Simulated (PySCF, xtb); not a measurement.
C₈H₉N₃O₂, SMILES Cn1cccc1-c1nnc(o1)OC.

xtb with GFN2-xTB at its own geometry gives an orbital gap of 3.27 eV and a dipole moment of 3.54 D.

The structure is a stationary point at PBE0-D3(BJ)/def2-SVP. This is a generated structure with no PubChem entry under its InChIKey; it may be hypothetical. Other conformers were not sampled.

**Question.** What does PBE/def2-SVP in PySCF give? (An estimate is asked for; the answer gives what the named calculation found.)

**Answer.** gap 3.51 eV (levels -4.91 and -1.40 eV), dipole 3.13 D.
